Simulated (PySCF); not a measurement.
Cl₂ (SMILES ClCl), singlet, geometry from GFN2-xTB.

The PySCF input:
```python
from pyscf import gto, scf, dft

mol = gto.Mole()
mol.atom = '''
    Cl   -0.00000000   -0.00000000   -1.00842595
    Cl    0.00000000    0.00000000    1.00842595
'''
mol.basis = '3-21g'
mol.verbose = 4
mol.build()

mf = dft.RKS(mol)
mf.xc = 'mn12l'
mf.kernel()
```

### Question
What HOMO-LUMO gap does MN12L/3-21G (PySCF) give?

### Answer
3.81 eV

### Question
Predict the dipole moment from MN12L/3-21G.

### Answer
0.00 D

### Question
What total energy does MN12L/3-21G give?

### Answer
-915.7728 Eh

### Question
What number of basis functions does MN12L/3-21G give?

### Answer
26
